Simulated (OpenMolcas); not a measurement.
**Ar⁴⁺: effect of the basis set**

| Quantity | Value |
| --- | --- |
| Program | OpenMolcas |
| Method | MS-RASPT2, IPEA 0.25 Eh, imaginary shift 0.1 Eh (closed shells correlated: 2s 2p) |
| Active space | 4 electrons in 9 orbitals (RAS2 3s 3p; RAS3 3d, at most 2 electrons) |
| State averaging | 2S+1 = 3 even, 6 roots; 2S+1 = 1 even, 12 roots; 2S+1 = 5 odd, 1 root; 2S+1 = 3 odd, 9 roots; 2S+1 = 1 odd, 8 roots |
| Spin-orbit coupling | state interaction with AMFI integrals over the reference wave functions, term energies averaged over their components |

A. ANO-RCC-VTZP [5s4p2d1f], DKH2, point nucleus; CASPT2 step about 26 core-seconds
B. ANO-R2 [5s4p3d1f], X2C, finite nucleus; CASPT2 step roughly 29 core-seconds
C. ANO-RCC-VQZP [6s5p3d2f1g], DKH2, point nucleus; CASPT2 step about 19 core-seconds
D. ANO-RCC [8s7p5d4f2g], DKH2, point nucleus; CASPT2 step roughly 40 core-seconds

Energies in eV above 3s² 3p² ³P₀, the measured ground level; measured values from Saloman, J. Phys. Chem. Ref. Data 39, 033101 (2010).

```
      Level       A       B       C       D  Measured
3s² 3p² ³P₀  0.0000  0.0000  0.0000  0.0000    0.0000
3s² 3p² ³P₁  0.0846  0.0850  0.0836  0.0846    0.0946
3s² 3p² ³P₂  0.2288  0.2295  0.2256  0.2282    0.2515
3s² 3p² ¹D₂   2.073   2.060   2.025   2.012    2.0208
3s² 3p² ¹S₀   4.800   4.793   4.725   4.705    4.7005
3s 3p³ ⁵S°₂  10.389  10.428  10.455  10.565          
3s 3p³ ³D°₁  15.197  15.028  15.184  15.115   15.0800
3s 3p³ ³D°₂  15.200  15.032  15.187  15.119   15.0858
3s 3p³ ³D°₃  15.212  15.046  15.199  15.132   15.1017
3s 3p³ ³P°₂  17.755  17.567  17.708  17.617   17.5763
3s 3p³ ³P°₀  17.757  17.571  17.710  17.622   17.5924
3s 3p³ ³P°₁  17.757  17.570  17.710  17.621   17.5773
3s 3p³ ¹D°₂  19.923  19.277  19.817  19.317   19.1198
```

Deviations, from unrounded energies. A percentage is the sum of absolute deviations over the sum of measured energies, with the sign that they share, or ± where signs differ.

```tsv
Against measurement	Levels	A	B	C	D
mean absolute deviation (cm-1)	11	1400	380	1100	330
fine structure of the ground term (%)	2	-9.5	-9.1	-10.7	-9.6
other terms of the ground configuration (%)	2	+2.3	+2.0	+0.4	±0.2
other configurations (%)	7	+1.4	±0.3	+1.2	+0.3
```

D lies closest to measurement on these levels and A furthest from it. The largest miss of D in the table is 3s 3p³ ¹D°₂, by +1600 cm-1. The ranking rests on the paired levels alone, and a cruder setting can come out closer through cancelling errors.

Among A to D the level of the table that moves most is 3s 3p³ ¹D°₂, by 5200 cm-1 (lowest in B, highest in A). Moves below CASPT2's spread within the term are not significant.

CASPT2 does not keep the components of a term degenerate, so their means are used; among the terms shown or strongly mixed into the levels shown the widest spread is 38 cm-1 (3s² 3p² ¹D, B). Configurations are named by rounded mean occupations; where the s occupation lies near a half they are strongly mixed, a name can repeat and a true partner stay unpaired. Some terms take much of their weight from 3d, a shell meant for correlation, so their names are nominal. Some terms mix strongly with configurations of 3d, whose occupation reaches 0.44 (3s 3p³ ¹D°) (figures for A; the like holds for B, C, D). Computed and measured levels are paired by configuration, term and J; levels that our copy of the source lacks, or whose pairing is in doubt (as where it misses far off the trend of its configuration), stay unpaired and out of the deviations. Only configurations of the active space appear. Levels that lie high or do not pair safely by name in every column are left out.

° marks odd parity.
